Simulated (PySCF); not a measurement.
# `[C@@H]1(Cl)[C@@H]2[C@@H](C#C)[C@H]1OC2`, C₇H₇ClO

Molfile (atoms numbered from 1):
```
C7H7ClO
     RDKit          3D

 16 17  0  0  0  0  0  0  0  0999 V2000
    2.8921   -0.4558    0.5850 C   0  0  0  0  0  0  0  0  0  0  0  0
    1.7945   -0.5633    0.1190 C   0  0  0  0  0  0  0  0  0  0  0  0
    0.4654   -0.6730   -0.4174 C   0  0  2  0  0  0  0  0  0  0  0  0
   -0.3241    0.6199   -0.7541 C   0  0  2  0  0  0  0  0  0  0  0  0
   -0.2634    1.3258    0.6005 C   0  0  0  0  0  0  0  0  0  0  0  0
   -0.5766    0.2333    1.4775 O   0  0  0  0  0  0  0  0  0  0  0  0
   -0.7231   -0.8375    0.5684 C   0  0  1  0  0  0  0  0  0  0  0  0
   -1.6060   -0.2024   -0.5264 C   0  0  2  0  0  0  0  0  0  0  0  0
   -2.0727   -1.2626   -1.8532 Cl  0  0  0  0  0  0  0  0  0  0  0  0
    3.8606   -0.3788    0.9802 H   0  0  0  0  0  0  0  0  0  0  0  0
    0.4309   -1.4019   -1.2263 H   0  0  0  0  0  0  0  0  0  0  0  0
   -0.1487    1.2017   -1.6509 H   0  0  0  0  0  0  0  0  0  0  0  0
   -1.0086    2.1178    0.7145 H   0  0  0  0  0  0  0  0  0  0  0  0
    0.7300    1.7168    0.8359 H   0  0  0  0  0  0  0  0  0  0  0  0
   -0.9638   -1.7614    1.0816 H   0  0  0  0  0  0  0  0  0  0  0  0
   -2.4939    0.3303   -0.1866 H   0  0  0  0  0  0  0  0  0  0  0  0
  1  2  3  0
  2  3  1  0
  3  4  1  0
  4  5  1  0
  5  6  1  0
  6  7  1  0
  7  8  1  0
  8  9  1  0
  7  3  1  0
  8  4  1  0
  1 10  1  0
  3 11  1  6
  4 12  1  6
  5 13  1  0
  5 14  1  0
  7 15  1  1
  8 16  1  1
M  END
```

Computed with TDDFT CAM-B3LYP/def2-SVPD circular dichroism and optical rotation, one conformer, gas phase (PySCF 2.14.0). Geometry: GFN2-xTB.

Stereocentres: C3 S, C4 R, C7 R, C8 R.

Q: Give the optical rotatory dispersion at 633, 589.3, 546, 436, 405, 365, 355 nm.

A: [α] in deg dm⁻¹ (g/mL)⁻¹:
```
λ (nm)  origin-invariant length gauge  modified velocity gauge  length gauge (centre of mass)  isotropic polarisability (au)
   633                          +73.2                    +75.0                          +73.1                           92.3
 589.3                          +86.2                    +88.3                          +86.0                           92.7
   546                         +102.9                   +105.5                         +102.8                           93.1
   436                         +179.3                   +183.5                         +179.0                           94.7
   405                         +217.9                   +222.9                         +217.6                           95.5
   365                         +291.5                   +297.8                         +291.1                           96.8
   355                         +316.2                   +322.9                         +315.7                           97.2
```

Q: And for the mirror image at 589.3 nm?

A: -86.2 deg dm⁻¹ (g/mL)⁻¹ (origin-invariant length gauge): the same size and the opposite sign.

Q: What is the molar rotation [Φ] = [α]·M/100 of the geometry above at 589.3 nm?

A: With M = 142.58 g/mol, +122.8 deg cm² dmol⁻¹ (origin-invariant length gauge).

The first excitation lies at 6.47 eV (192 nm) with R = +3.4 × 10⁻⁴⁰ esu² cm² (velocity form).
